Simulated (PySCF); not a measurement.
Electron correlation in Cr (chromium, neutral)

[Ar] 3d5 4s1, high-spin 7S determinant. All numbers are calculated (PySCF 2.14, the non-relativistic Hamiltonian (point nucleus), in def2-TZVPPD). Frozen: [Ar]; 6 electrons correlated.

| level | correlation energy (mhartree) |
| --- | --- |
| CCSD | -96.52 |
| (T) | -2.52 |
| CCSD(T) | -99.04 |

Diagnostics: T1 = 0.018, D1 = 0.0356, largest double amplitude 0.029.

Cost of the coupled-cluster step: of the order of 5 core-seconds, for 6 correlated electrons.

Iterations:

```
CC2 = 0
CCSD nocc = (np.int64(6), np.int64(0)), nmo = (58, 58)
frozen orbitals [[0, 1, 2, 3, 4, 5, 6, 7, 8], [0, 1, 2, 3, 4, 5, 6, 7, 8]]
max_cycle = 100
direct = 0
conv_tol = 1e-08
conv_tol_normt = 1e-06
diis_space = 8
diis_start_cycle = 0
Init t2, MP2 energy = -0.090248224000447
Init E_corr(UCCSD) = -0.0902482240635966
cycle = 1  E_corr(UCCSD) = -0.0946551043999472  dE = -0.00440688034  norm(t1,t2) = 0.0416305
cycle = 2  E_corr(UCCSD) = -0.0959829067005114  dE = -0.0013278023  norm(t1,t2) = 0.0142183
cycle = 3  E_corr(UCCSD) = -0.0963487747932875  dE = -0.000365868093  norm(t1,t2) = 0.00791076
cycle = 4  E_corr(UCCSD) = -0.0965482381767189  dE = -0.000199463383  norm(t1,t2) = 0.00232424
cycle = 5  E_corr(UCCSD) = -0.0965239561035191  dE = 2.42820732e-05  norm(t1,t2) = 0.00043266
cycle = 6  E_corr(UCCSD) = -0.0965241186291047  dE = -1.62525586e-07  norm(t1,t2) = 8.73084e-05
cycle = 7  E_corr(UCCSD) = -0.0965249586583942  dE = -8.4002929e-07  norm(t1,t2) = 2.92982e-05
cycle = 8  E_corr(UCCSD) = -0.0965249204984431  dE = 3.81599512e-08  norm(t1,t2) = 7.62546e-06
cycle = 9  E_corr(UCCSD) = -0.0965248618515085  dE = 5.86469345e-08  norm(t1,t2) = 1.83206e-06
cycle = 10  E_corr(UCCSD) = -0.0965248685641779  dE = -6.71266941e-09  norm(t1,t2) = 3.23803e-07
UCCSD converged
E(UCCSD) = -1043.431183045936  E_corr = -0.09652486856417794
UCCSD(T) correction = -0.00251715599370752
```
